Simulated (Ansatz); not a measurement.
## Which is lower?

The two ends of one reaction step of BNH6O2, closed shell (PBE0-D4/def2-TZVP).

A:

B1  (-0.220, 0.428, -0.744)
N2  (1.095, -0.001, -0.459)
O3  (-0.593, 0.552, -2.057)
O4  (-1.158, 0.723, 0.222)
H5  (-0.029, -1.529, 2.036)
H6  (0.041, -1.327, 2.752)
H7  (1.746, -0.189, -1.199)
H8  (1.482, -0.079, 0.461)
H9  (-1.508, 0.831, -2.134)
H10  (-0.856, 0.591, 1.121)
(Å)

B:

B1  (-0.543, -0.170, 0.064)
N2  (1.161, -0.264, 0.050)
O3  (-0.862, -0.352, -1.315)
O4  (-0.816, 1.147, 0.558)
H5  (1.556, -0.286, 0.984)
H6  (-0.861, -1.093, 0.802)
H7  (1.452, -1.091, -0.460)
H8  (1.509, 0.557, -0.437)
H9  (-1.311, 0.432, -1.637)
H10  (-1.284, 1.121, 1.391)
(Å)

Ansatz 0.2.0; basis: def2-TZVPP; cores frozen in the correlated methods. B3LYP uses VWN-RPA correlation.

(1) Which structure is lower at CCSD(T), and by how much? (To be estimated.)

No T1 diagnostic of these runs exceeds 0.011.

Results:

(1) Computed: A, by 12.55 kcal/mol (electronic energy, against the other). By their contacts, A is a complex of BNH₄O₂ ([NH2][B]([OH])[OH]) + H₂ and B is BNH₆O₂ ([NH3][BH]([OH])[OH]).

All methods give the same order:

```tsv
method	E(B) − E(A) (kcal/mol)
SPW92	7.67
PBE-D4	12.40
BLYP-D4	15.79
r2SCAN-D4	13.66
B97M-V	14.19
PBE0-D4	12.05
B3LYP-D4	15.15
r2SCAN0-D4	13.09
BHLYP-D4	14.75
CAM-B3LYP-D4	14.19
wB97X-V	12.78
wB97M-V	13.37
B2PLYP	14.52
PBE-QIDH	11.85
RPA on PBE	12.44
HF	18.65
MP2	12.91
CCSD	13.00
CCSD(T)	12.55
```

Labels in which every atom is bracketed show which atoms are joined, not bond orders.

For scale, one of the runs: CCSD(T)/def2-TZVPP, 208 basis functions, launched by `ansatz run in.yaml --threads 4 --pin off --events-out ev --progress --plain --max-ram 9574MiB`. Time: 39 s of wall clock on 4 CPU threads of an Arm Neoverse V2; the host was shared. Peak host memory: 3 GiB.
